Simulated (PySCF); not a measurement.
## Worked example: oscillator strength and radiative lifetime

C₂BrCl₃, SMILES ClC(Cl)=C(Cl)Br.

Geometry optimised at B3LYP-D3(BJ)/def2-SVP.

TDDFT-PBE/def2-SVPD in PySCF puts the first singlet state with f over 0.02 at 5.28 eV (vertical), with the transition dipole (0.188, -0.602, 0.000) in atomic units.

### Question
Find the oscillator strength, the wavelength and the radiative lifetime that this transition would have in vacuum if emission retraced absorption.

### Answer

|μ|² = 0.3977 au, so |μ| = 1.60 D. ΔE = 5.28/27.211 = 0.1940 hartree. f = (2/3) ΔE |μ|² = 0.051 (the program prints 0.051).
λ = 1239.84/5.28 = 235 nm; ν = 42586 cm⁻¹.
Einstein's coefficient A = 0.6670 ν² f s⁻¹ (ν in cm⁻¹) = 6.2e7 s⁻¹, so τ = 1/A = 16 ns. This state is S5; the lower singlets have f = 0.000, 0.000, 0.000, 0.000. The figure is the radiative limit of this one transition; relaxation, internal conversion, crossing to triplets and a medium change what is measured.
